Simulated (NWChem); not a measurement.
System: AlHOI2; SMILES [I][Al]([I])[OH]

Here is an NWChem input.

```
start job
memory heap 200 mb stack 900 mb global 1100 mb
geometry units angstroms noautoz
  Al     0.926458    -0.104125     0.000172
  I     -0.436352    -2.156548    -0.000438
  I     -0.122160     2.141369     0.000913
  O      2.624013    -0.312195     0.000368
  H      3.244089     0.435481     0.001712
end
basis spherical
  Al library def2-svp
  I library def2-svp
  O library def2-svp
  H library def2-svp
end
ecp
  I library def2-ecp
end
dft
  xc b3lyp
  iterations 150
  mulliken
end
task dft energy
```

Parts of the log:

```
             Northwest Computational Chemistry Package (NWChem) 7.3.0
             --------------------------------------------------------

 CS  symmetry detected

                             Geometry "geometry" -> ""
                             -------------------------

 Output coordinates in angstroms (scale by  1.889725989 to convert to a.u.)

  No.       Tag          Charge          X              Y              Z
 ---- ---------------- ---------- -------------- -------------- --------------
    1 Al                  13.0000     0.87712465    -0.00881755     0.00000000
    2 I                   53.0000    -0.33631892    -2.15293656     0.00000000
    3 I                   53.0000    -0.32848416     2.15644246     0.00000000
    4 O                    8.0000     2.58517686    -0.09567260     0.00000000
    5 H                    1.0000     3.15052749     0.69419636     0.00000000

 Effective nuclear repulsion energy (a.u.)     816.8580314691

      Symmetry information
      --------------------

 Group name             Cs
 Group number              2
 Group order               2
 No. of unique centers     5

                                 NWChem DFT Module
                                 -----------------

 Summary of "ao basis" -> "ao basis" (spherical)
 ------------------------------------------------------------------------------
       Tag                 Description            Shells   Functions and Types
 ---------------- ------------------------------  ------  ---------------------
 Al                         def2-svp                 8       18   4s3p1d
 I                          def2-svp                10       26   4s4p2d
 O                          def2-svp                 6       14   3s2p1d
 H                          def2-svp                 3        5   2s1p

      Symmetry analysis of basis
      --------------------------

        a'         63
        a"         26

            General Information
            -------------------
          SCF calculation type: DFT
          Wavefunction type:  closed shell.
          No. of atoms     :     5
          No. of electrons :    72
           Alpha electrons :    36
            Beta electrons :    36
          Charge           :     0
          Spin multiplicity:     1
          Use of symmetry is: on ; symmetry adaption is: on
          Maximum number of iterations: 150
          AO basis - number of functions:    89
                     number of shells:    37
          Convergence on energy requested:  1.00D-06
          Convergence on density requested:  1.00D-05
          Convergence on gradient requested:  5.00D-04

              XC Information
              --------------
                         B3LYP Method XC Potential
                     Hartree-Fock (Exact) Exchange  0.200
                        Slater Exchange Functional  0.800 local
                    Becke 1988 Exchange Functional  0.720 non-local
              Lee-Yang-Parr Correlation Functional  0.810
                  VWN I RPA Correlation Functional  0.190 local

             Grid Information
             ----------------
          Grid used for XC integration:  medium
          Radial quadrature: Mura-Knowles
          Angular quadrature: Lebedev.
          Tag              B.-S. Rad. Rad. Pts. Rad. Cut. Ang. Pts.
          ---              ---------- --------- --------- ---------
          Al                  1.25       88           9.0       590
          I                   1.40      123          12.0       590
          O                   0.60       49          10.0       434
          H                   0.35       45          12.0       434
          Grid pruning is: on
          Number of quadrature shells:   428
          Spatial weights used:  Erf1

      Superposition of Atomic Density Guess
      -------------------------------------

 Sum of atomic energies:       -1011.23608984

      Non-variational initial energy
      ------------------------------

 Total energy =    -910.942101
 1-e energy   =   -2113.935279
 2-e energy   =     882.810282
 HOMO         =      -0.348558
 LUMO         =      -0.033682

      Symmetry analysis of molecular orbitals - initial
      -------------------------------------------------

  Numbering of irreducible representations:

     1 a'          2 a"

  Orbital symmetries:

     1 a'          2 a'          3 a'          4 a'          5 a'
     6 a'          7 a'          8 a"          9 a'         10 a"
    11 a'         12 a'         13 a'         14 a"         15 a'
    16 a'         17 a'         18 a"         19 a'         20 a"
    21 a'         22 a"         23 a'         24 a"         25 a'
    26 a'         27 a'         28 a'         29 a'         30 a"
    31 a'         32 a'         33 a'         34 a"         35 a"
    36 a'         37 a'         38 a"         39 a'         40 a'
    41 a'         42 a'         43 a'         44 a"         45 a'
    46 a"

     ---------------------------------------------
      Total Density - Mulliken Population Analysis
     ---------------------------------------------

    Atom       Charge   Shell Charges
 -----------   ------   -------------------------------------------------------
    1 Al  13    11.70   2.00  1.99  0.73  0.08  5.93  0.50  0.30  0.17
    2 I   25    25.38   1.83  0.22  1.23  0.67  2.92  3.13  2.65  2.71  9.82  0.19
    3 I   25    25.39   1.83  0.22  1.22  0.68  2.92  3.13  2.65  2.73  9.82  0.19
    4 O    8     8.89   1.99  1.11  0.65  3.14  2.01  0.00
    5 H    1     0.64   0.51  0.07  0.06

   convergence    iter        energy       DeltaE   RMS-Dens  Diis-err
 ---------------- ----- ----------------- --------- --------- ---------
 d= 0,ls=0.0,diis     1   -913.8134248087 -1.23D+03  1.88D-02  6.83D-01
 d= 0,ls=0.0,diis     2   -913.6587087026  1.55D-01  1.14D-02  2.21D+00
 d= 0,ls=0.0,diis     3   -913.8987954103 -2.40D-01  2.52D-03  3.33D-02
 d= 0,ls=0.0,diis     4   -913.9007280000 -1.93D-03  1.33D-03  1.10D-02
 d= 0,ls=0.0,diis     5   -913.9026888069 -1.96D-03  1.76D-04  1.90D-04
  Resetting Diis
 d= 0,ls=0.0,diis     6   -913.9027183157 -2.95D-05  2.85D-05  4.63D-06
 d= 0,ls=0.0,diis     7   -913.9027188277 -5.12D-07  1.49D-05  3.21D-07
 d= 0,ls=0.0,diis     8   -913.9027188186  9.11D-09  7.56D-06  4.25D-07

         Total DFT energy =     -913.902718818629
      One electron energy =    -2116.356467300033
           Coulomb energy =      954.659250245067
    Exchange-Corr. energy =      -72.388397852621
 Nuclear repulsion energy =      320.182896088958

 Numeric. integr. density =       71.999997229435

                  Occupations of the irreducible representations
                  ----------------------------------------------

                     irrep           alpha         beta
                     --------     --------     --------
                     a'               26.0         26.0
                     a"               10.0         10.0

                       DFT Final Molecular Orbital Analysis
                       ------------------------------------

 Vector   34  Occ=2.000000D+00  E=-2.899328D-01  Symmetry=a'
              MO Center= -2.3D-01,  4.6D-01,  5.2D-15, r^2= 6.1D+00
   Bfn.  Coefficient  Atom+Function         Bfn.  Coefficient  Atom+Function
  ----- ------------  ---------------      ----- ------------  ---------------
    55      0.428452  3 I  px                58      0.378357  3 I  px
    29      0.343510  2 I  px                32      0.297471  2 I  px
    52     -0.174197  3 I  px                56      0.169895  3 I  py
    59      0.143732  3 I  py                49     -0.141163  3 I  px
    26     -0.139412  2 I  px                30     -0.115992  2 I  py

 Vector   35  Occ=2.000000D+00  E=-2.808909D-01  Symmetry=a"
              MO Center= -2.9D-01, -6.7D-01, -6.8D-15, r^2= 6.0D+00
   Bfn.  Coefficient  Atom+Function         Bfn.  Coefficient  Atom+Function
  ----- ------------  ---------------      ----- ------------  ---------------
    31      0.491071  2 I  pz                34      0.446134  2 I  pz
    57     -0.353868  3 I  pz                60     -0.325577  3 I  pz
    28     -0.200285  2 I  pz                25     -0.162223  2 I  pz
    54      0.144390  3 I  pz                51      0.116907  3 I  pz
    15     -0.053668  1 Al d -1              76     -0.028873  4 O  pz

 Vector   36  Occ=2.000000D+00  E=-2.726314D-01  Symmetry=a'
              MO Center= -2.6D-01, -5.1D-01, -1.3D-15, r^2= 6.4D+00
   Bfn.  Coefficient  Atom+Function         Bfn.  Coefficient  Atom+Function
  ----- ------------  ---------------      ----- ------------  ---------------
    29      0.394566  2 I  px                32      0.346311  2 I  px
    55     -0.301043  3 I  px                30     -0.287143  2 I  py
    58     -0.268291  3 I  px                33     -0.255223  2 I  py
    56     -0.238306  3 I  py                59     -0.212891  3 I  py
    26     -0.159612  2 I  px                23     -0.129288  2 I  px

 Vector   37  Occ=0.000000D+00  E=-6.083968D-02  Symmetry=a'
              MO Center=  4.4D-01,  6.1D-02,  4.2D-15, r^2= 5.9D+00
   Bfn.  Coefficient  Atom+Function         Bfn.  Coefficient  Atom+Function
  ----- ------------  ---------------      ----- ------------  ---------------
     4      0.965231  1 Al s                  3      0.577145  1 Al s
    59      0.472808  3 I  py                33     -0.458857  2 I  py
    48     -0.320996  3 I  s                 22     -0.308266  2 I  s
     2      0.302652  1 Al s                 73     -0.268351  4 O  s
    30     -0.231320  2 I  py                56      0.231140  3 I  py

 Vector   38  Occ=0.000000D+00  E=-4.261081D-02  Symmetry=a"
              MO Center=  7.2D-01,  1.9D-03,  9.8D-15, r^2= 4.5D+00
   Bfn.  Coefficient  Atom+Function         Bfn.  Coefficient  Atom+Function
  ----- ------------  ---------------      ----- ------------  ---------------
    13      0.779384  1 Al pz                10      0.388462  1 Al pz
    34     -0.269203  2 I  pz                60     -0.262560  3 I  pz
    79     -0.219136  4 O  pz                76     -0.208647  4 O  pz
     7     -0.192000  1 Al pz                57     -0.178210  3 I  pz
    31     -0.174089  2 I  pz                67     -0.078364  3 I  d -1

 Vector   39  Occ=0.000000D+00  E= 2.449105D-02  Symmetry=a'
              MO Center=  1.5D+00,  4.0D-01, -1.1D-14, r^2= 6.0D+00
   Bfn.  Coefficient  Atom+Function         Bfn.  Coefficient  Atom+Function
  ----- ------------  ---------------      ----- ------------  ---------------
    11      0.901912  1 Al px                73     -0.645351  4 O  s
     3     -0.552776  1 Al s                 86      0.398925  5 H  s
    33      0.377979  2 I  py                 4      0.370061  1 Al s
    22      0.309480  2 I  s                 12      0.252106  1 Al py
    59     -0.252115  3 I  py                 8      0.232652  1 Al px

     ---------------------------------------------
      Total Density - Mulliken Population Analysis
     ---------------------------------------------

    Atom       Charge   Shell Charges
 -----------   ------   -------------------------------------------------------
    1 Al  13    12.33   2.00  1.98  0.87 -0.02  5.92  0.82  0.47  0.28
    2 I   25    25.21   1.83  0.22  1.35  0.54  2.93  3.12  2.65  2.55  9.79  0.23
    3 I   25    25.24   1.83  0.22  1.35  0.55  2.93  3.12  2.64  2.58  9.79  0.23
    4 O    8     8.42   1.99  1.07  0.65  2.88  1.83  0.01
    5 H    1     0.80   0.67  0.06  0.07

     -------------------------------------------
      Total Density - Lowdin Population Analysis
     -------------------------------------------

    Atom       Charge   Shell Charges
 -----------   ------   -------------------------------------------------------
    1 Al  13    12.80   2.00  1.93  0.59  0.26  5.81  0.92  0.83  0.46
    2 I   25    25.03   1.25  0.73  1.05  0.77  2.77  3.19  2.53  2.71  9.48  0.55
    3 I   25    25.05   1.25  0.73  1.06  0.78  2.77  3.19  2.53  2.72  9.48  0.55
    4 O    8     8.22   1.97  0.88  0.60  2.70  2.06  0.01
    5 H    1     0.90   0.55  0.17  0.18

     Multipole analysis of the density
     ---------------------------------

     L   x y z        total         alpha         beta         nuclear
     -   - - -        -----         -----         ----         -------
     0   0 0 0     -0.000000    -36.000000    -36.000000     72.000000

     1   1 0 0      0.383481    -17.396398    -17.396398     35.176278
     1   0 1 0      0.485232      0.335369      0.335369     -0.185505
     1   0 0 1      0.000000      0.000000      0.000000      0.000000

     2   2 0 0    -52.093320   -166.956866   -166.956866    281.820412
     2   1 1 0      3.563305      0.887459      0.887459      1.788387
     2   1 0 1     -0.000000     -0.000000     -0.000000      0.000000
     2   0 2 0    -54.152188   -442.552721   -442.552721    830.953254
     2   0 1 1      0.000000      0.000000      0.000000      0.000000
     2   0 0 2    -52.133355    -26.066677    -26.066677      0.000000
```

Level: B3LYP/def2-SVP with def2 effective core potentials on I. Geometry: optimised at PBE-D3(BJ)/def2-SVP. def2 effective core potentials on I; no spin-orbit coupling.
